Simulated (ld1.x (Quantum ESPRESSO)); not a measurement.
**An all-electron radial function and its pseudo partner (fluorine (F))**

Columns: radius, all-electron u(r) and pseudo u(r) of the 2p shell (level -48.88 eV) of fluorine in the configuration [He] 2s2 2p3; PBEsol, scalar-relativistic, PAW scheme, ld1.x (Quantum ESPRESSO) 7.5.

```tsv
r (bohr)	all-electron	pseudo
0.062	0.0736	0.0145
0.125	0.2299	0.0579
0.188	0.4056	0.1271
0.250	0.5676	0.2156
0.312	0.7062	0.3183
0.375	0.8189	0.4301
0.438	0.9035	0.5423
0.500	0.9610	0.6462
0.562	0.9959	0.7379
0.625	1.0116	0.8141
0.688	1.0108	0.8699
0.750	0.9973	0.9040
0.812	0.9739	0.9178
0.875	0.9423	0.9131
0.938	0.9051	0.8925
1.000	0.8645	0.8607
1.062	0.8215	0.8212
1.125	0.7764	0.7767
1.188	0.7308	0.7309
1.250	0.6861	0.6861
1.312	0.6421	0.6421
1.375	0.5986	0.5986
1.438	0.5567	0.5567
1.500	0.5171	0.5171
1.562	0.4794	0.4794
1.625	0.4431	0.4431
```

(1) How many radial nodes do the two functions have?

(2) At about which radius was the pseudo-wave matched?

(3) Where does each function peak?

(4) Is the pseudo-wave norm-conserving?

## Answers

(1) The all-electron 2p function has n − l − 1 = 0; the pseudo-wave has 0.

(2) 1.25 bohr. The columns agree to 0.0005 from 1.06 bohr on; several derivatives are matched, so the curves merge somewhat inside the radius.

(3) Outermost all-electron maximum near 0.62 bohr, pseudo maximum near 0.81 bohr (to the table’s step).

(4) No, it belongs to a PAW set: the norm inside the radius is not constrained, and the difference is carried by the augmentation charge.
